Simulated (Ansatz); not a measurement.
Geometry optimisation, Ansatz 0.2.0, UKS r2SCANh/def2-SVP.

Input:

```yaml
crystal:
  periodic: [false, false, false]
  atoms:
    - { symbol: H, position_ang: [-0.098471, -0.970792, -0.538336] }
    - { symbol: Sn, position_ang: [0.788031, 0.698669, 1.794669] }
    - { symbol: C, position_ang: [-0.55945, -0.877424, -1.516152] }
    - { symbol: H, position_ang: [1.590482, 1.048578, 3.278921] }
    - { symbol: H, position_ang: [-0.911788, 0.887302, 1.966432] }
    - { symbol: H, position_ang: [1.332742, 1.751025, 0.549922] }
    - { symbol: H, position_ang: [-0.577341, 0.177342, -1.813577] }
    - { symbol: H, position_ang: [0.020212, -1.452353, -2.246901] }
    - { symbol: H, position_ang: [-1.584518, -1.262247, -1.474977] }
magnetization:
  spin_polarized: true
  initial_magnetization: 1
basis:
  gaussian: { orbitals: def2-SVP }
hamiltonian:
  xc: r2scanh
relax:
  f_tol: 0.03
  max_steps: 50
```

Run as:

```bash
$ ansatz run input.yaml --threads 2 --pin off --max-ram 3072MiB --backend cpu --events-out ev --progress --plain --runs-dir out
```

Q: Where does it end, and by what steps?

A: It converged. The force dipped under the threshold on the way, but the program's further checks kept it going. After 15 steps the energy has fallen by 0.021 eV; H1 moved furthest, 0.57 Å.

```
step  energy less start (eV)  largest force component (eV/Å)  accepted
   0                  0.0000                           0.414       yes
   1                 -0.0138                           0.193       yes
   2                 -0.0161                           0.140       yes
   3                 -0.0174                           0.076       yes
   4                 -0.0180                           0.042       yes
   5                 -0.0184                           0.077       yes
   6                 -0.0187                           0.043       yes
   7                 -0.0190                           0.008       yes
   8                 -0.0187                           0.078        no
   9                 -0.0192                           0.041       yes
  10                 -0.0193                           0.076       yes
  11                 -0.0200                           0.049       yes
  12                 -0.0207                           0.016       yes
  13                 -0.0209                           0.006       yes
  14                 -0.0210                           0.048       yes
  15                 -0.0212                           0.020       yes
```

```xyz
9
Properties=species:S:1:pos:R:3
H -0.087 -1.500 -0.762
Sn 0.882 0.763 1.912
C -0.591 -0.936 -1.555
H 1.434 1.459 3.385
H -0.837 0.766 1.890
H 1.471 1.692 0.591
H -0.411 0.136 -1.417
H -0.195 -1.246 -2.529
H -1.668 -1.134 -1.515
```

Whether the end is a true minimum wasn't checked by a vibrational analysis.

Run time: 39 s on 2 threads of Intel(R) Xeon(R) Platinum 8375C CPU @ 2.90GHz (Ice Lake), with other jobs on the host, peak memory 0.25 GiB.
